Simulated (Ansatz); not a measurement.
A nudged elastic band was laid between two geometries of C2H5MgSi (9 atoms, charge 1, multiplicity 1).

The calculation used UKS PBE0-D4/def2-SVP (Ansatz 0.2.0).

| Property | Result |
| --- | --- |
| movable images | 5 |
| climbing image | yes |
| spring | 5.0 eV/Å² |
| optimiser | quadratic models (default) |
| start path | through a guess of the saddle point |
| force threshold | 0.05 eV/Å |
| iteration limit | 60 |
| end points | relaxed |

First end point:

```xyz
9
Properties=species:S:1:pos:R:3
Mg -0.623 2.234 -1.536
C -0.413 0.302 -0.551
C 0.455 -0.007 0.467
Si 0.442 -1.670 1.123
H -0.761 3.733 -2.269
H -1.055 -0.538 -0.877
H 1.151 0.731 0.887
H 1.317 -2.144 2.222
H -0.511 -2.640 0.534
```

Last end point:

```xyz
9
Properties=species:S:1:pos:R:3
Mg -1.912 2.190 -0.385
C -0.202 0.699 -0.927
C 0.480 0.222 0.211
Si 0.347 -1.381 0.953
H 0.295 1.471 -1.532
H -0.825 0.007 -1.512
H 1.250 0.878 0.641
H 1.211 -1.728 2.099
H -0.644 -2.360 0.452
```

What changes between the two ends?

Bonds broken: Mg1–H5. Bonds formed: C2–H5.

What energy profile does the band end with?

The run converged. The highest image is number 4 of 0 to 6, 1.42 eV above the first end and 2.47 eV above the last; the last end lies 1.05 eV below the first. Neighbouring images differ by up to 2.2 eV, so the band resolves the path poorly. A vibrational analysis at the climbing image gives one clearly imaginary mode, 866i cm⁻¹: a first-order saddle point. The orbitals stay closed-shell, which can raise the energy where a bond breaks towards radicals; this wasn't checked here. Limits of this set-up: the dipole of an ion depends on the origin.

```
image  path coordinate (Å)  energy (eV)  Mg1–H5 (Å)  C2–H5 (Å)
    0                 0.00         0.00        1.67       3.85
    1                 1.03         0.04        1.67       3.83
    2                 2.06         0.25        1.66       3.54
    3                 3.09         0.74        1.68       2.85
    4                 4.12         1.42        1.79       1.79
    5                 5.26        -0.80        2.40       1.11
    6                 6.40        -1.05        2.59       1.10
```

What is the geometry of the highest image?


```xyz
9
Properties=species:S:1:pos:R:3
Mg -0.872 2.503 -1.387
C -0.682 0.748 -0.382
C 0.316 0.310 0.515
Si 0.520 -1.394 0.871
H 0.066 1.096 -1.975
H -1.284 -0.030 -0.882
H 0.889 1.037 1.103
H 1.308 -1.872 2.030
H -0.261 -2.396 0.108
```

The band took 25 iterations and about 14 core-minutes.

The run took 7.1 min on 2 threads of Arm Neoverse V2, with other jobs on the host, peak memory 0.28 GiB.
